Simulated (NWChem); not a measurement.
ZrNH$_{5}$; SMILES [NH2][ZrH3]

def2 effective core potentials on Zr; no spin-orbit coupling.

Task: Give the equilibrium geometry at PBE0/def2-SVP with def2 effective core potentials on Zr (NWChem) as a list of bonds and angles, with the point group.

Result: point group Cs; any orientation.
Bonded distances (Å): Zr1–N2 1.992, Zr1–H5 1.863, Zr1–H6 1.863, Zr1–H7 1.856, N2–H3 1.020, N2–H4 1.021. Angles (°): N2–Zr1–H5 109.6, N2–Zr1–H6 109.6, N2–Zr1–H7 103.8, H5–Zr1–H6 114.2, H5–Zr1–H7 109.6, H6–Zr1–H7 109.6, Zr1–N2–H3 125.6, Zr1–N2–H4 125.7, H3–N2–H4 108.7.
